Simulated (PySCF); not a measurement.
# Correlation energy of Ni(2+) (nickel, charge +2)

[Ar] 3d8, high-spin 3F determinant. All numbers are calculated (PySCF 2.14, scalar relativity by spin-free X2C-1e, in x2c-TZVPPall). Frozen: [Ne]; 16 electrons correlated.

| level | correlation energy (mhartree) |
| --- | --- |
| CCSD | -551.20 |
| (T) | -8.94 |
| CCSD(T) | -560.14 |

Diagnostics: T1 = 0.0076, D1 = 0.0149, largest double amplitude 0.018.

Task: Is a single reference adequate?

Result: Yes: T1 lies below 0.03 and no double amplitude reaches 0.07.

This basis was not built for core-valence correlation, so the inner-shell part is incomplete.
